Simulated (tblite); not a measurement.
C6H3F2 (doublet state).
SMILES: `FC1=C[C]=CC(F)=C1`

Computed values, GFN2-xTB/tblite, gas phase, harmonic and unscaled. Errors from tens to a few hundred cm⁻¹ against measured bands are possible. Open shells enter through the occupations alone, without spin polarisation, and single modes of such species can be off by tens of per cent.

Harmonic wavenumbers (cm⁻¹): 205.5, 215.9, 305.2, 439.9, 442.9, 461.0, 496.2, 521.7, 600.1, 701.3, 799.3, 844.3, 853.8, 970.4, 971.3, 1074.0, 1100.1, 1166.2, 1264.2, 1274.0, 1412.2, 1448.5, 1523.1, 1614.0, 3108.1, 3110.3, 3123.6.

A = 4105, B = 1751, C = 1228 MHz; mass 113.020 u (most abundant isotopes); point group C2v, symmetry number 2; spin multiplicity 2.

Q: What is the zero-point energy?

A: ½Σν̃ = 15024 cm⁻¹ = 179.72 kJ/mol.

Q: Entropy at 200 K, 1 bar (ideal gas, RRHO, classical rotation)?

A: Translation 159.52, rotation 106.37, vibration 22.49, spin (R ln 2) 5.76: S = 294.1 J/(mol K).

Q: And Cp and H(200 K) − H(0)?

A: Cp = 77.23 J/(mol K), of which vibrations give 43.97 (their classical limit is 27 R = 224.5); H(200 K) − H(0) = 9.79 kJ/mol without the zero-point energy, 3.13 from vibrations.

Q: What must be added to the electronic energy to get the Gibbs energy at 200 K and 1 bar?

A: ZPE + [H(200 K) − H(0)] − T·S = 179.72 + 9.79 − 58.83 = 130.68 kJ/mol.

Q: Which modes carry the vibrational entropy at 200 K?

A: 205.5 cm⁻¹: 5.78; 215.9 cm⁻¹: 5.44; 305.2 cm⁻¹: 3.27; 439.9 cm⁻¹: 1.52; 442.9 cm⁻¹: 1.49; 461.0 cm⁻¹: 1.35 J/(mol K); the other 21 give 3.64 together.

Q: How do the functions run with temperature in this model?

A: 
```tsv
T (K)	S (J/(mol K))	Cp (J/(mol K))	H − H(0) (kJ/mol)	G − H(0) (kJ/mol)	ln q(vib)
50	225.8	34.8	1.68	-9.62	0.00
100	252.9	45.9	3.66	-21.63	0.12
298.15	330.7	107.7	18.89	-79.73	1.89
373.15	357.2	128.4	27.76	-105.53	2.85
500	398.9	156.4	45.91	-153.53	4.59
750	469.6	191.4	89.82	-262.39	8.12
1000	527.6	211.3	140.36	-387.27	11.47
```

q(vib) and H(0) count from the zero-point level.

Hindered rotation and anharmonicity are outside this model.
